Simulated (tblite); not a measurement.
Species: C₄H₈AlBr.
SMILES with atom numbers: `[CH2:1]=[C:2]([CH2:3][CH3:4])[AlH:5][Br:6]` (hydrogens: H7, H8 on C1; H9, H10 on C3; H11, H12, H13 on C4; H14 on Al5)

Computed with GFN2-xTB (tblite), gas phase: L-BFGS steps from a force-field or distance-geometry start until the largest atomic force falls under 0.01 eV/Å.

Geometry at step 8:
```
atom  x, y, z in Å
C1      1.1473   -1.2962   -0.3566
C2      0.5131   -0.4007    0.4093
C3     -0.9312   -0.6038    0.7855
C4     -1.8075    0.5272    0.2205
Al5     1.6243    1.2071    0.5930
Br6     3.8076    1.0352    1.1508
H7      0.6713   -2.2034   -0.6955
H8      2.1781   -1.1681   -0.6636
H9     -1.2797   -1.5678    0.4110
H10    -1.0021   -0.6174    1.8768
H11    -2.5789    0.8296    0.9247
H12    -2.2785    0.2157   -0.7085
H13    -1.1986    1.4119    0.0003
H14     1.1341    2.6302    0.3101
```

Task: Give the atomic forces at this geometry.

Result: 
| atom | Fx (eV/Å) | Fy (eV/Å) | Fz (eV/Å) |
| --- | --- | --- | --- |
| C1 | -0.116 | -0.078 | -0.012 |
| C2 | -0.087 | -0.030 | -0.137 |
| C3 | -0.030 | 0.144 | -0.006 |
| C4 | 0.148 | 0.072 | 0.009 |
| Al5 | 0.136 | 0.139 | 0.052 |
| Br6 | -0.077 | 0.056 | -0.050 |
| H7 | 0.014 | -0.184 | -0.044 |
| H8 | 0.090 | 0.011 | 0.033 |
| H9 | -0.060 | -0.063 | 0.043 |
| H10 | -0.024 | 0.027 | -0.013 |
| H11 | -0.046 | -0.102 | -0.035 |
| H12 | 0.000 | 0.028 | 0.014 |
| H13 | 0.039 | -0.081 | 0.082 |
| H14 | 0.013 | 0.063 | 0.062 |

The largest, 0.20 eV/Å, acts on Al5; the rms over all components is 0.076 eV/Å. The forces sum to zero within rounding, as they must for an isolated molecule in no field.

Task: Give the force on Al5 in Eh/bohr and in nN.

Result: 0.201 eV/Å ÷ 51.422 = 0.00391 Eh/bohr, and 0.201 eV/Å × 1.602 = 0.32 nN.

Task: How far is this geometry from the end of the optimisation?

Result: 0.172 eV above it, and 0.525 Å rms away after alignment. The bonds farthest from their final lengths, with half the difference of the two atoms' forces along the bond (positive lengthens):

```
   bond  now (Å)  final (Å)  force along bond (eV/Å)
 C2–Al5    1.963      1.984                    +0.14
  C3–C4    1.538      1.525                    -0.08
Al5–H14    1.532      1.538                    -0.02
  C1–H7    1.079      1.083                    +0.02
Al5–Br6    2.260      2.257                    -0.11
 C4–H13    1.096      1.094                    -0.10
```

The angle farthest from its final value is C3–C2–Al5, 129.0° against 121.7°.

Of the 2 listed bonds off by 0.010 Å or more, this force points towards the final length in 2.

The cost below is that of the whole relaxation. The run took 0.51 s on one thread, Arm Neoverse V2 (aarch64), shared host.
